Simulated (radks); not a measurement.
Exchange energies: the exact (Fock) value of the Kohn-Sham orbitals and density-functional approximations, as 100 (|E| - |E exact|)/|E exact|, negative where the magnitude is too small. Species: Te4+ [Kr] 4d10 5s2; Kr6+ [Ar] 3d10 4s2. All-electron calculation, non-relativistic Kohn-Sham, PBE, spin-polarised, spherical densities, point nucleus. Program: a radial shooting solver on a logarithmic mesh with Libxc functionals. Every spin shell is full or empty, so the densities are truly spherical. Functionals are evaluated on that one density, not self-consistently.

functional,Te4+,Kr6+
exact (hartree),-167.601,-91.2284
LDA,-4.80,-5.59
B88,+0.03,+0.11
PBE,-0.42,-0.37
RPBE,-0.23,-0.09
PW91,-0.01,+0.06
PW86,-0.20,+0.10
AM05,-4.47,-5.10
B86b,-0.01,+0.12
TPSS,-0.30,-0.06
r2SCAN,-0.11,-0.02
Tao-Mo,-0.81,-0.64
MVS,+0.07,+0.04
